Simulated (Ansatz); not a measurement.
A search over several starts for the lowest SCF solution of Si₃BH₉⁺, that is B(SiH3)3 with one electron fewer at the given spin, in a small basis.

```yaml
crystal:
  periodic: [false, false, false]
  atoms:
    - {symbol: B, position_ang: [-0.000050, 0.001913, 0.010372]}
    - {symbol: Si, position_ang: [2.008454, 0.048788, -0.009688]}
    - {symbol: H, position_ang: [2.636814, 1.405002, 0.057682]}
    - {symbol: H, position_ang: [2.478043, -0.624286, -1.267066]}
    - {symbol: H, position_ang: [2.521296, -0.764019, 1.143147]}
    - {symbol: Si, position_ang: [-1.047326, 1.715972, 0.027258]}
    - {symbol: H, position_ang: [-0.534620, 2.620288, 1.108419]}
    - {symbol: H, position_ang: [-2.528934, 1.581438, 0.187675]}
    - {symbol: H, position_ang: [-0.781674, 2.399840, -1.283978]}
    - {symbol: Si, position_ang: [-0.960271, -1.762648, -0.004716]}
    - {symbol: H, position_ang: [-0.097007, -2.980880, -0.102879]}
    - {symbol: H, position_ang: [-1.945333, -1.790597, -1.136262]}
    - {symbol: H, position_ang: [-1.749382, -1.850791, 1.270037]}
basis:
  gaussian: {orbitals: def2-SVP}
total_charge: 1
magnetization: {spin_polarized: true, initial_magnetization: 1}
hamiltonian: {xc: pbe0, dispersion: d4}
output: {orbitals: {seedname: orbitals}}
```

```sh
$ ansatz run in.yaml --threads 2 --pin off --events-out ev --progress --plain --max-ram 20480MiB --backend cpu
```

It prints (some lines left out):

```
Functional definition: PBE0
1104 factors; integrals over basis functions are off by at most 1.3e-3 eV
mean field evaluation 1: about -24424.1188 eV, gradient 1.0e1 eV
mean field evaluation 2: about -24424.2398 eV, gradient 1.0e1 eV
mean field evaluation 4: about -24425.0814 eV, gradient 7.1e-1 eV
mean field evaluation 8: about -24425.1288 eV, gradient 1.0e-1 eV
mean field evaluation 16: about -24425.1291 eV, gradient 1.1e-2 eV
mean field evaluation 32: about -24425.0222 eV, gradient 3.2e0 eV
mean field evaluation 64: about -24425.1239 eV, gradient 1.4e-2 eV
mean field -24425.12961756 eV, -897.6069574979 hartree, gradient 9.1e-6 eV, S^2 0.755261; 3 other end points of the search recorded, 0 dependent functions left out
reference -24425.12964956 eV, -897.6069586737 hartree; 28, 27 occupied and 85, 86 virtual orbitals, 1104 factors
Total energy: -24425.36408447 eV, -897.6155739977 hartree
```

Run time 20 s (2 threads of AMD EPYC 7R13 on a shared host).
